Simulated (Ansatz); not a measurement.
Start from `[CH3][Al]([SH])[Cl]` and change one element to get `[CH3][Al]([F])[SH]`.

Ansatz, PBE0-D4/def2-TZVP geometries, multiplicity 1. Each molecule was computed in one conformer, which needn't be the lowest.

| property | `[CH3][Al]([SH])[Cl]` |
| --- | --- |
| size of the dipole moment (B3LYP/def2-TZVPP) / D | 1.08 |
| LUMO energy (PBE0/def2-TZVPP) / eV | -0.70 |
| LUMO energy (B3LYP/def2-TZVPP) / eV | -0.88 |
| HOMO–LUMO gap (ωB97M-V/def2-TZVPP) / eV | 11.01 |
| LUMO energy (PBE/def2-TZVPP) / eV | -1.46 |
| HOMO–LUMO gap (PBE0/def2-TZVPP) / eV | 7.16 |

Question: Give the same properties after the change, and the shifts. (Estimate.)

Answer: Ansatz gave: 
```json
{"property": "size of the dipole moment (B3LYP/def2-TZVPP) / D", "`[CH3][Al]([F])[SH]`": "2.53", "shift": "1.45"}
{"property": "LUMO energy (PBE0/def2-TZVPP) / eV", "`[CH3][Al]([F])[SH]`": "-0.39", "shift": "0.31"}
{"property": "LUMO energy (B3LYP/def2-TZVPP) / eV", "`[CH3][Al]([F])[SH]`": "-0.63", "shift": "0.25"}
{"property": "HOMO–LUMO gap (ωB97M-V/def2-TZVPP) / eV", "`[CH3][Al]([F])[SH]`": "11.21", "shift": "0.20"}
{"property": "LUMO energy (PBE/def2-TZVPP) / eV", "`[CH3][Al]([F])[SH]`": "-1.16", "shift": "0.30"}
{"property": "HOMO–LUMO gap (PBE0/def2-TZVPP) / eV", "`[CH3][Al]([F])[SH]`": "7.46", "shift": "0.30"}
```

Dipoles are sizes alone; their direction can turn.

B3LYP here is the variant with VWN-RPA as its local correlation; programs differ in this.
